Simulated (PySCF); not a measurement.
# Te³⁷⁺: ionisation energy

Te³⁷⁺ [Ne] 3s2 3p3 (4S) → Te³⁸⁺ [Ne] 3s2 3p2 (3P), as a difference of total energies. All numbers are calculated (PySCF 2.14, scalar relativity by spin-free X2C-1e, in an uncontracted even-tempered set (18 s from 6.6 bohr⁻², ratio 2.5; 12 p from 8.6 bohr⁻², ratio 2.5; 4 d from 35 bohr⁻², ratio 2.7; 4 f from 52 bohr⁻², ratio 2.7)). Correlated levels: outer shells: 1s2 frozen; virtual orbitals above 40 to 60 times the deepest correlated orbital energy dropped. The calculations carry no spin-orbit coupling.

```
                method  ionisation energy (eV)
                   UHF                  2584.9
                   LDA                  2585.2
                   PBE                  2585.7
                  PBE0                  2585.9
                r2SCAN                  2586.7
                  PW91                  2586.2
                revPBE                  2585.7
    MP2 (outer shells)                  2585.4
SCS-MP2 (outer shells)                  2585.1
```

Spin-orbit coupling is strong in these open shells (close to jj coupling). The scalar numbers leave it out and a first-order estimate fails, so it can dominate the gap to the real levels.

Breit and QED terms and the two-electron picture change are absent.

For comparison: 2552 ± 4 eV (theoretical estimate listed by NIST; NIST Atomic Spectra Database, ionization energies).
